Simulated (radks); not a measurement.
The numbers below are computed, except where a source is named.
Neutral potassium inside a hard spherical wall (all orbitals vanish at R), configuration held at [Ar] 4s1 and not refilled when levels cross. Level of theory: non-relativistic Kohn-Sham, PBE, spin-polarised, spherical densities, point nucleus; open shells are filled with parallel spins first (a radial shooting solver on a logarithmic mesh with Libxc functionals). Eigenvalues in eV for spin up, with the zero of energy where the potential of the charges vanishes at infinity; a dash marks a level that is unbound or too diffuse for the functional's potential to be trusted. A positive occupied level is held by the wall or, in an anion where self-interaction has pushed it up, behind a barrier. The pressure on the wall is -dE/dV.

R (bohr)  E (hartree)  kinetic (hartree)    e(2p)    e(3s)    e(3p)   e(4s)  e(4p, empty)  e(5s, empty)  pressure (GPa)
free       -599.71047            599.071  -279.86  -34.996  -18.817  -2.534        -0.975             -               0
15         -599.71037            599.072  -279.84  -34.981  -18.802  -2.524        -0.928         0.501        0.000838
8          -599.69095            599.162  -279.01  -34.182  -18.020  -1.671         0.704         7.492           0.514
7          -599.67017            599.234  -278.54  -33.740  -17.592  -0.924         1.902        11.565            1.41
6          -599.62509            599.376  -277.82  -33.089  -16.966   0.567         4.132        18.616            4.30
3          -597.93104            605.069  -263.39  -23.082   -6.575  39.384        49.718        134.24             678
1.5        -569.21715            680.537  -165.75   76.017   98.271  377.96        378.99        830.99           77800
